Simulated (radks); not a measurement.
Question: These are the eigenvalues of the occupied orbitals of an atom or ion with whole-number occupations (eV). Calculated with a radial shooting solver on a logarithmic mesh with Libxc functionals: scalar-relativistic Kohn-Sham, LDA (Slater exchange, Perdew-Wang correlation), spin-polarised, spherical densities, finite nucleus; Fermi nuclear charge, rms radius of each element as measured or else 0.836 A^(1/3) + 0.57 fm.

| orbital | eigenvalue |
|---|---|
| 1s up | -20878.55 |
| 1s down | -20878.48 |
| 2s up | -3014.287 |
| 2s down | -3014.065 |
| 2p up | -2703.899 |
| 2p down | -2703.699 |
| 3s up | -556.8016 |
| 3s down | -556.5990 |
| 3p up | -454.9482 |
| 3p down | -454.7268 |
| 3d up | -289.7221 |
| 3d down | -289.4528 |
| 4s up | -109.9456 |
| 4s down | -108.8841 |
| 4p up | -80.9496 |
| 4p down | -79.8339 |
| 4d up | -38.6210 |
| 5s up | -26.4535 |
| 5s down | -24.9130 |
| 5p up | -19.3750 |

Which element is it, and in what charge state? The configuration may be excited. Open shells, if any, are filled with parallel spins first.

Answer: Z = 43, technetium, charge +2: Tc2+ in [Kr] 4d1 5s2 5p2. The list shows which subshells hold electrons but not how many an open one holds; the 1s level, -767.27 hartree, gives Z - s = 39.2 by -(Z - s)^2/2, which with screening and relativity narrows Z to a few neighbours, and the depths of the outer levels then fix element, charge and occupations together.
